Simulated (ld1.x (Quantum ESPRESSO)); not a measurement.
# Configuration tests for Ag (TM)

silver, norm-conserving Troullier–Martins (Kleinman–Bylander form), made with ld1.x (Quantum ESPRESSO) 7.5 (PBEsol, scalar-relativistic). Core [Kr], reference 4d10 5s0 5p0 (charge +1). Waves: 5s (bound, empty): rc 2.40 bohr; 5p (bound, empty): rc 3.30 bohr; 4d (bound): rc 1.90 bohr. Local part: the d channel. Core correction: Bessel-smoothed model core inside 1.55 bohr.

Energies are relative to the spin-unpolarised reference configuration 4d10 5s0 5p0; without spin polarisation the order of configurations can differ from experiment. The frozen-core shift is the all-electron ΔE with the core orbitals held at their reference shape minus the fully relaxed ΔE.

| valence configuration | charge | ΔE all-electron (eV) | error AE − PS (meV) | frozen-core shift (meV) |
| --- | --- | --- | --- | --- |
| 4d10 5s1 5p0 | 0 | -7.745 | -8.6 | +0.2 |
| 4d8 5s0 5p0 | +3 | 58.295 | -377 | +349 |
| 4d9 5s2 5p0 | 0 | -3.695 | -140 | +52 |
| 4d7 5s0 5p0 | +4 | 109.989 | -1059 | +1058 |
| 4d9 5s1 5p1 | 0 | 0.862 | -128 | +53 |
| 4d9 5s1 5p0 | +1 | 5.419 | -96 | +49 |

Problem. What are ΔE and the potential's error for 4d9 5s0 5p0?

Solution. ΔE = 22.113 eV all-electron; the error (AE − PS) is -71 meV.

Levels in the configuration 4d7 5s0 5p0:

```
level  all-electron (eV)  pseudo (eV)
   4d            -59.880      -60.782
```

These tests converged, but a pseudo level misses the all-electron one widely, so the file describes the atom poorly there or has found another state: 4d9 5s0 5p0: empty 5p by 2.6 eV (a node warning on the way); 4d7 5s0 5p0: empty 5s by 7.4 eV.

Note: ghost states, extra bound levels that the all-electron valence spectrum of the same l lacks: s at -109.1 eV, p at -30.5 eV. A true bound ghost makes a file unfit for plane-wave use.
